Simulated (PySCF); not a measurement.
bromo-dichloro-fluoromethane (CBrCl2F), SMILES FC(Br)(Cl)Cl. Geometry optimised at PBE-D3(BJ)/def2-SVP.

Question: Give the equilibrium geometry at PBE-D3(BJ)/def2-SVP (PySCF confirms it by a frequency run) as bond lengths and angles, and its point group. (An estimate is asked for; the answer gives what the named calculation found.)

Answer: point group Cs.
Atoms: F1 C2 Cl3 Cl4 Br5. Bonded distances (Å): F1–C2 1.339, C2–Cl3 1.782, C2–Cl4 1.782, C2–Br5 1.971. Angles (°): F1–C2–Cl3 109.0, F1–C2–Cl4 109.0, F1–C2–Br5 108.1, Cl3–C2–Cl4 110.5, Cl3–C2–Br5 110.1, Cl4–C2–Br5 110.1.
